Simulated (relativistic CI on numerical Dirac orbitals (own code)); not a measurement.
Electric-dipole transitions in Ce XLVIII

Computed by Dirac-Coulomb-Breit CI, KLI orbitals optimised for each configuration, a model potential for QED, unscaled Slater integrals (own radial code, finite nucleus).

Configurations in the expansion (outside the closed core [Ne]): 3s, 3p, 3d, 4s, 4p, 4d, 4f, 5s, 5p, 5d, 5f, 5g, 6s, 6p, 6d. Levels of other configurations are missing.

| λ vac (Å) | Lower | Upper | A (s⁻¹) | E lower (eV) | E upper (eV) |
| --- | --- | --- | --- | --- | --- |
| 5.0463 | 3p 2P°_3/2 [3] | 5d 2D_5/2 [17] | 1.97e+13 | 230.76 | 2687.70 |
| 5.3162 | 3d 2D_3/2 [4] | 5f 2F°_5/2 [18] | 2.61e+13 | 369.25 | 2701.45 |
| 5.3726 | 3d 2D_5/2 [5] | 5f 2F°_7/2 [19] | 2.72e+13 | 396.35 | 2704.04 |
| 6.5249 | 3s 2S_1/2 [1] | 4p 2P°_3/2 [8] | 1.37e+13 | 0.00 | 1900.16 |
| 6.7323 | 3p 2P°_1/2 [2] | 4d 2D_3/2 [9] | 3.01e+13 | 110.98 | 1952.61 |
| 7.1518 | 3p 2P°_3/2 [3] | 4d 2D_5/2 [10] | 3.74e+13 | 230.76 | 1964.37 |
| 7.6395 | 3d 2D_3/2 [4] | 4f 2F°_5/2 [11] | 7.30e+13 | 369.25 | 1992.19 |
| 7.7447 | 3d 2D_5/2 [5] | 4f 2F°_7/2 [12] | 7.69e+13 | 396.35 | 1997.24 |
| 14.933 | 4p 2P°_1/2 [7] | 5d 2D_3/2 [16] | 5.51e+12 | 1851.34 | 2681.62 |
| 15.743 | 4p 2P°_3/2 [8] | 5d 2D_5/2 [17] | 7.24e+12 | 1900.16 | 2687.70 |
| 16.557 | 4d 2D_3/2 [9] | 5f 2F°_5/2 [18] | 1.28e+13 | 1952.61 | 2701.45 |
| 16.762 | 4d 2D_5/2 [10] | 5f 2F°_7/2 [19] | 1.37e+13 | 1964.37 | 2704.04 |
| 17.372 | 4f 2F°_5/2 [11] | 5g 2G_7/2 [20] | 2.20e+13 | 1992.19 | 2705.90 |
| 17.457 | 4f 2F°_7/2 [12] | 5g 2G_9/2 [21] | 2.27e+13 | 1997.24 | 2707.45 |
| 29.283 | 5p 2P°_3/2 [15] | 6d 2D_5/2 [26] | 2.07e+12 | 2655.97 | 3079.37 |
| 53.728 | 3s 2S_1/2 [1] | 3p 2P°_3/2 [3] | 2.57e+11 | 0.00 | 230.76 |
| 122.42 | 4p 2P°_1/2 [7] | 4d 2D_3/2 [9] | 6.57e+10 | 1851.34 | 1952.61 |
| 130.89 | 4s 2S_1/2 [6] | 4p 2P°_3/2 [8] | 6.17e+10 | 1805.43 | 1900.16 |
| 193.08 | 4p 2P°_3/2 [8] | 4d 2D_5/2 [10] | 2.04e+10 | 1900.16 | 1964.37 |
| 390.78 | 5p 2P°_3/2 [15] | 5d 2D_5/2 [17] | 6.76e+09 | 2655.97 | 2687.70 |

Terms are leading LS components. Brackets give the number of a level in order of energy, since labels repeat. The list gives strong lines, with weight on those to low levels, without lines whose two gauges differ by over a factor of 2.5. Levels whose partners in the same complex of configurations lie outside the list can be far off, and so can their lines. Rates are taken at the computed energies, electric ones in the length gauge.

At this charge energies of transitions that change n are usually good to better than 1 %, and those within a shell (Δn = 0) to a few per cent.

(1) From the table, what is the radiative lifetime of 5d 2D_5/2?

Results:

(1) The listed rates from this level add up to about 2.70e+13 s⁻¹, 98 % of its decay; with all channels τ = 3.65e-14 s.
